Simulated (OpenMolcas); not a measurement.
**Cd: effect of the basis set**

- Program: OpenMolcas
- Method: SS-CASPT2, IPEA 0.25 Eh, imaginary shift 0.1 Eh (closed shells correlated: 4d)
- Active space: 2 electrons in 8 orbitals (5s 5p 6s 6p)
- State averaging: 2S+1 = 3 even, 3 roots; 2S+1 = 1 even, 1 root; 2S+1 = 3 odd, 3 roots; 2S+1 = 1 odd, 3 roots
- Spin-orbit coupling: state interaction with AMFI integrals over the reference wave functions, term energies averaged over their components

A. ANO-RCC-VTZP [7s6p4d2f1g], DKH2, point nucleus; CASPT2 step roughly 3 core-seconds
B. ANO-RCC-VQZP [8s7p5d3f2g1h], DKH2, point nucleus; CASPT2 step about 6 core-seconds
C. ANO-RCC [10s8p8d5f4g2h], DKH2, point nucleus; CASPT2 step roughly 30 core-seconds

Energies in cm-1 above 5s2 1S0, the measured ground level; measured values from NIST Handbook of Basic Atomic Spectroscopic Data.

```
      Level      A      B      C  Measured
    5s2 1S0    0.0    0.0    0.0       0.0
5s 5p 3P* 0  29516  29514  29443     30114
5s 5p 3P* 1  29973  29965  29895     30656
5s 5p 3P* 2  30933  30901  30839     31827
5s 5p 1P* 1  45259  44097  43492     43692
```

Deviations, from unrounded energies. A percentage is the sum of absolute deviations over the sum of measured energies, with the sign that they share, or ± where signs differ.

```
           Against measurement  Levels     A     B     C
mean absolute deviation (cm-1)       4   940   660   650
      other configurations (%)       4  ±2.7  ±1.9  -1.9
```

B, C lie about equally close to measurement and A furthest from it. The largest miss of C in the table is 5s 5p 3P* 2, by -990 cm-1. The ranking rests on the paired levels alone, and a cruder setting can come out closer through cancelling errors.

Among A to C the level of the table that moves most is 5s 5p 1P* 1, by 1800 cm-1 (lowest in C, highest in A).

Active for correlation alone: 6p 6s; no level in the range computed is led by a configuration that fills them, so any true level of that kind is missing. Computed and measured levels are paired by configuration, term and J; levels that our copy of the source lacks, or whose pairing is in doubt (as where it misses far off the trend of its configuration), stay unpaired and out of the deviations. Levels of configurations outside the active space are missing. Levels that lie high or do not pair safely by name in every column are left out.

* marks odd parity.
